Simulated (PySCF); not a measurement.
Zn(Me)(NMe2), C3H9NZn, SMILES [CH3][Zn][N](C)C, CAM-B3LYP/def2-SVP optimised geometry.

```
14

Zn    -0.47     0.00     0.00
C     -2.40     0.00     0.00
H     -2.81    -0.97    -0.32
H     -2.79     0.77    -0.68
H     -2.80     0.21     1.00
N      1.35     0.00     0.00
C      2.14     0.75    -0.93
C      2.14    -0.75     0.93
H      2.81     1.49    -0.43
H      2.81     0.10    -1.54
H      1.51     1.32    -1.64
H      2.81    -1.49     0.43
H      2.80    -0.11     1.55
H      1.51    -1.32     1.64
```

Density from PySCF with CAM-B3LYP/def2-TZVP at that geometry.

Minimum of the electron density along straight lines between bonded atoms, close to the bond critical point (lines longer than 1.1 times the sum of covalent radii, or with two minima, are not listed):

| bond | length / Å | ρ at the minimum / e bohr⁻³ | ∇²ρ there / e bohr⁻⁵ | position (fraction from the first atom) |
|---|---|---|---|---|
| Zn1–C2 | 1.927 | 0.119 | 0.21 | 0.49 |
| C2–H3 | 1.101 | 0.267 | -0.87 | 0.64 |
| C2–H4 | 1.101 | 0.266 | -0.87 | 0.64 |
| C2–H5 | 1.101 | 0.267 | -0.87 | 0.64 |
| Zn1–N6 | 1.819 | 0.135 | 0.54 | 0.49 |
| N6–C7 | 1.437 | 0.282 | -0.76 | 0.59 |
| N6–C8 | 1.437 | 0.282 | -0.76 | 0.59 |
| C7–H9 | 1.112 | 0.269 | -0.90 | 0.64 |
| C7–H10 | 1.112 | 0.269 | -0.90 | 0.64 |
| C7–H11 | 1.102 | 0.275 | -0.94 | 0.64 |
| C8–H12 | 1.112 | 0.269 | -0.90 | 0.64 |
| C8–H13 | 1.112 | 0.269 | -0.90 | 0.64 |
| C8–H14 | 1.102 | 0.275 | -0.94 | 0.64 |
